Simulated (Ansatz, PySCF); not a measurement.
Molecule: SnI$_{4}$, charge 0, multiplicity 1. 
Coordinates optimised at B3LYP-D3(BJ)/def2-TZVP (Ansatz, a first-principles code):
SMILES: [I][Sn]([I])([I])[I]
```xyz
5

I     -1.5854    -0.6112    -2.0877
Sn     0.0000     0.0000     0.0000
I      0.5479     2.6352    -0.0307
I      2.2948    -1.3957    -0.1772
I     -1.2573    -0.6283     2.2956
```
Charge 0, spin multiplicity 1.

Total electronic energies in hartree. Cores are frozen in the correlated levels unless marked. Spin-orbit coupling is left out. Frozen are the shells of the preceding noble gas and the d and f shells that filled before the atom's block. Past Kr the def2 sets carry scalar-relativistic core potentials. STO-3G rows are all-electron and non-relativistic. CBS marks a two-point X^-3 extrapolation of the correlation energy; Hartree-Fock from the larger set. The bracket is a focal-point correction in the basis named.

```csv
level,program,energy (Eh)
HF/STO-3G,Ansatz,-33366.35818
HF-D3(BJ)/def2-TZVPD,PySCF + dftd3,-1400.27159
revPBE-D4/def2-TZVPD,Ansatz + dftd4,-1405.56036
wB97X/def2-TZVPD,Ansatz,-1405.55787
B2GP-PLYP-D3(BJ)/def2-TZVPD,Ansatz + dftd3,-1403.60344
MP2/def2-SVP,Ansatz,-1400.60900
"RI-MP2/CBS(def2-TZVPP,def2-QZVPP)",Ansatz,-1400.9945
CCSD(T)/def2-SVPD,Ansatz,-1400.69492
"RI-MP2/CBS(def2-TZVPPD,def2-QZVPPD)+[CCSD(T)-MP2]/def2-TZVPPD",Ansatz,-1401.0765
```

Totals of different functionals don't rank their quality; only differences between species are comparable.
